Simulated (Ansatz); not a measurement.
Consider the homolysis of the Al–Cl bond: `[F][Al]([Cl])[O][SiH3]` → `[F][Al][O][SiH3]`• + Cl•.

Computed with Ansatz on PBE0-D4/def2-TZVP structures; ΔE is electronic, products minus reactants. CCSD(T)/CBS adds triple-zeta CCSD(T) − MP2 to the extrapolated MP2 energy (def2 sets, frozen cores). This one scheme is used for every species, atoms too. Functionals use def2-TZVPP. HSE06 is defined as in plane-wave codes. Open shells (•) are unrestricted, without spin–orbit coupling. Spin–orbit coupling would lower the free atoms: a little for Cl. One conformer a species, not always the lowest.

```tsv
level	ΔE (kJ/mol)	difference from CCSD(T)/CBS
BLYP-D4	469.7	-33.9
r2SCAN-D4	490.2	-13.4
B97M-V	507.4	3.8
PBE0-D4	486.0	-17.6
r2SCANh-D4	488.9	-14.7
HSE06-D4	486.4	-17.2
BHLYP-D4	479.3	-24.3
ωB97M-V	507.6	4.0
B2PLYP	483.6	-20.0
PBE-QIDH	494.8	-8.8
r2SCANh	487.5	-16.1
HSE06	482.7	-20.9
HF/def2-SVP	395.5	-108.1
CCSD/def2-SVP	470.2	-33.4
CCSD/def2-TZVPP	480.3	-23.3
SCS-MP2/def2-QZVPP	504.3	0.7
CCSD(T)/CBS	503.6	0
```

Largest T1 diagnostic among the species: 0.014.

At CCSD(T), def2-SVP lies −29.8 kJ/mol from the extrapolated value and def2-TZVPP −16.3 kJ/mol: correlation converges slowly with the basis, and small sets miss more of it in the bonded molecule than in its fragments. From PBE to PBE0 (25 % exact exchange), in def2-TZVPP and without D4, ΔE moves by +3.2 kJ/mol.

CCSD(T)/CBS has its own doubt, a few kJ/mol and more with outer-core shells, so smaller differences from it don't rank the levels.
